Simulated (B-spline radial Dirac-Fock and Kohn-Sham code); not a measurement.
**Energy-loss ionisation edge N4 (4d3/2) of Pt**

System: the free platinum atom in the configuration 1s2 2s2 2p6 3s2 3p6 3d10 4s2 4p6 4d10 4f14 5s2 5p6 5d9 6s1. These are calculated numbers from a radial finite-basis atomic code; the model is the first Born approximation with generalised oscillator strengths from a Dirac-Hartree-Slater potential (longitudinal and transverse terms; continuum final states only, so no white lines or fine structure). The edge is taken at 331.6 eV (tabulated value).

Partial cross sections σ(β, Δ) in barn, integrated over a window Δ above the edge and up to the collection semi-angle β, for parallel illumination:

```
E₀ (kV)  β (mrad)  Δ = 25 eV  Δ = 50 eV  Δ = 100 eV  Δ = 200 eV  Δ = 300 eV
     60         5        154        270         489         904        1230
     60        20        484        868        1600        3190        4620
     60        50        809       1510        2790        5560        8270
     80         5        162        285         522         985        1360
     80        10        285        507         942        1850        2640
     80       100          ?          ?           ?           ?           ?
    100        50        621       1180        2210        4430        6630
    120         5        166        294         545        1050        1480
    120        10        265        474         884        1760        2550
    200         5        166        295         553        1100        1580
    200        10        244        438         819        1650        2420
    200       100        443        860        1640        3340        5050
    300         5        167        298         561        1130        1640
    300        20        319        594        1110        2230        3340
```

Q: Give the row for 80 kV and 100 mrad.

A: 770 b for 25 eV, 1500 b for 50 eV, 2850 b for 100 eV, 5750 b for 200 eV, 8690 b for 300 eV.
